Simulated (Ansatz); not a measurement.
Basis sets compared for Au₄ (the lowest singlet isomer of a short search). The state is a singlet with charge 0. Geometry PBE-D4/def2-SVP. Ansatz on 4 threads of Arm Neoverse V1 on a shared host; times are rough, and most runs start from earlier orbitals.

Cartesian coordinates in Å:
```
Au -0.033 -0.863 1.012
Au -1.489 -1.387 -1.231
Au 0.033 0.863 -1.012
Au 1.488 1.388 1.231
```

In the def2 sets Au takes a core potential; there is no spin–orbit coupling. The structure comes from a short search, and lower isomers may exist.

Binding counts from free atoms (Au doublet) in the same basis, without a counterpoise term.

```
                         level  functions  energy (Eh)  HOMO (eV)  LUMO (eV)  binding per atom (eV)  wall time
               PBE-D4/def2-SVP        128    -543.1770      -5.62      -4.63                   1.47      1.9 s
PBE-D4/def2-TZVP (with forces)        160    -543.2067      -5.64      -4.67                   1.51      2.7 s
           r2SCAN-D4/def2-TZVP        160    -543.2609      -5.67      -4.54                   1.53        6 s
              PBE0-D4/def2-SVP        128    -542.9770      -6.05      -3.81                   1.29      2.6 s
             PBE0-D4/def2-TZVP        160    -543.0058      -6.06      -3.83                   1.34      3.6 s
```

(1) Estimate the rows for PBE-D4/def2-TZVPD, r2SCAN-D4/def2-TZVPD, PBE0-D4/def2-TZVPD.

## Answers

(1) 
```tsv
level	functions	energy (Eh)	HOMO (eV)	LUMO (eV)	binding per atom (eV)	wall time
PBE-D4/def2-TZVPD	172	-543.2112	-5.60	-4.63	1.55	3 s
r2SCAN-D4/def2-TZVPD	172	-543.2653	-5.63	-4.49	1.56	6.5 s
PBE0-D4/def2-TZVPD	172	-543.0111	-6.03	-3.77	1.37	4.1 s
```
